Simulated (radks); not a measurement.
Results of a calculation; reference values are marked as such.
The mean radii <r> (bohr) of the occupied orbitals of an atom or ion are listed with their occupations. Level of theory: Dirac Kohn-Sham, LDA (Slater exchange, Perdew-Wang correlation), spin-unpolarised, spherical densities, point nucleus (a radial shooting solver on a logarithmic mesh with Libxc functionals).

orbital     occ.      <r>
1s1/2          2  0.02276
2s1/2          2  0.09656
2p1/2          2  0.08077
2p3/2          4  0.08739
3s1/2          2   0.2549
3p1/2          2   0.2444
3p3/2          4   0.2572
3d3/2          4   0.2288
3d5/2          6   0.2328
4s1/2          2   0.5774
4p1/2          2   0.5907
4p3/2          4   0.6193
4d3/2          4   0.6577
4d5/2          6   0.6677
5s1/2          2    1.342
5p1/2          2    1.472
5p3/2          4    1.544
4f5/2    1.71429   0.8416
4f7/2    2.28571   0.8492

Name the element and its charge. Open shells, if any, are shared by 2j + 1.

Answer. Z = 62, samarium, charge +4: Sm4+ in [Xe] 4f4. The 1s radius gives Z: for a bare nucleus <r> = (2 gamma + 1)/(2Z) with gamma = sqrt(1 - (Z/c)^2), 0.02245 bohr for Z = 62, and screening makes it slightly larger (0.02276 here). The occupations add up to 58, and the charge is Z minus that.
